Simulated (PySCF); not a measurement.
C₂H₆N₂OSi, SMILES N[Si@@H]1COC=N1.

The structure is a stationary point at B3LYP-D3(BJ)/def2-SVP. The structure was generated by enumeration; whether it is a known compound was not checked. The values are those of a single conformer.

These are SMD-M06-2X/def2-SVP (PySCF) values and carry that method's errors.

Solvation free energies are E(SMD) − E(gas) at the gas-phase geometry, for 1 M in both phases. In vacuum the dipole moment is 1.90 D.

Task: Rank water, toluene, chloroform by solvation free energy, most negative first.

Result: water (-5.1 kcal/mol), chloroform (-4.5 kcal/mol), toluene (-2.8 kcal/mol)
